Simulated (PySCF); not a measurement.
SrF2, SMILES [F][Sr][F].

Coordinates come from a B3LYP-D3(BJ)/def2-TZVP optimisation. The isomer is the one that the SMILES or the coordinates give; other isomers of the formula were not compared. The def2 effective core potentials stand for the cores of Sr; spin–orbit coupling is left out.

Two levels are set side by side: TDDFT-PBE/def2-TZVPD (PySCF) and TDDFT-ωB97X/def2-TZVPD (PySCF). Vertical, same geometry. The lowest singlet is HOMO→LUMO 100 % with PBE and HOMO→LUMO 82 % with the other functional; states are paired by order. Differences are taken from unrounded values.

| quantity | TDDFT-ωB97X | TDDFT-PBE | TDDFT-PBE minus TDDFT-ωB97X |
|---|---|---|---|
| lowest singlet excitation (eV) | 6.50 | 4.32 | -2.17 |
| lowest triplet excitation (TDA) (eV) | 6.45 | 4.28 | -2.17 |

A lower first singlet is the usual sign of a functional without exact exchange. Differences between two approximate levels are no errors against the true value.

Rough cost on one machine, each run with all the roots and properties that it gave: TDDFT-ωB97X against TDDFT-PBE about 7 times.
